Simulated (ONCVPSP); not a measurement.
**Which change was made? (Pt, ONCV)**

ONCVPSP 4.0.1 input, shortened (lines: element, Z, core and valence counts, functional; n l f; lmax; l rc ep ncon nbas qcut; lloc lpopt rc5 dvloc0; l nproj debl; icmod fcfact rcfact), LDA (Perdew-Zunger), fully relativistic:

```
  Pt 78.00    9    5        3      upf
    1    0    2.00
    2    0    2.00
    2    1    6.00
    3    0    2.00
    3    1    6.00
    3    2   10.00
    4    0    2.00
    4    1    6.00
    4    2   10.00
    4    3   13.00
    5    0    2.00
    5    1    6.00
    5    2   10.00
    6    0    1.00
    3
    0    1.55    0.00    4    7    7.00
    1    1.85    0.00    3    6    7.80
    2    2.30    0.00    4    9    6.90
    3    0.80    0.00    3    8   19.20
    4    5    0.55    0.00
    0    2    0.40
    1    2    1.20
    2    2    2.20
    3    2    3.10
    3    5.00    1.70
```

Open shells are filled in proportion to 2j + 1.

In the p channel the program set the typed energies aside and used -2.008, 0.250 Ha (j = l + 1/2; the other j can differ).

Cutoffs, loose and tight: the cutoffs (Ha) at which the residual kinetic energy of the hardest occupied pseudo-wave falls to 1 and 0.1 mHa per electron. They do not see the model core or the augmentation charge, which bear on the density cutoff. Test errors are all-electron minus pseudo excitation energies from the reference, over the configurations 4f14 5s2 5p6 5d9 6s1; 4f14 5s2 5p6 5d9 6s0; 4f14 5s2 5p6 5d8 6s0; 4f14 5s2 5p6 5d10 6s0; variants that change the core or the reference have their own tests.

The base gives: outcome: generated, projector energies reset by the program; cutoff, loose: 174 Ha; cutoff, tight: 365 Ha; bound ghosts: s, p3/2, d5/2, p1/2, d3/2; GHOST(+) flags above zero: s; largest test error (meV): -318.

Q: After one change the result is: outcome: generated, projector energies reset by the program; cutoff, loose: 174 Ha; cutoff, tight: 362 Ha; bound ghosts: s, p, d; GHOST(+) flags above zero: none; largest test error (meV): -370. Which change was it?
A. all radii but the core radius scaled by about 1.10 (s 1.70, p 2.02, d 2.52, f 0.88 bohr); local potential polynomial inside 0.60 bohr (lpopt 5, dvloc0 0 Ha)
B. s: qcut 6; p: qcut 6.7; d: qcut 5.9; f: qcut 16.5
C. scalar-relativistic

A: C. The others give: s: qcut 6; p: qcut 6.7; d: qcut 5.9; f: qcut 16.5 → outcome: generated, projector energies reset by the program; bound ghosts: s, p3/2, d5/2, p1/2, d3/2; GHOST(+) flags above zero: s; largest test error (meV): -247 | all radii but the core radius scaled by about 1.10 (s 1.70, p 2.02, d 2.52, f 0.88 bohr); local potential polynomial inside 0.60 bohr (lpopt 5, dvloc0 0 Ha) → outcome: generated, projector energies reset by the program; cutoff, loose: 163 Ha; cutoff, tight: 175 Ha; bound ghosts: s, p3/2, d5/2, p1/2; GHOST(+) flags above zero: d3/2; largest test error (meV): 4 of 4 tests not solved or not reliable.
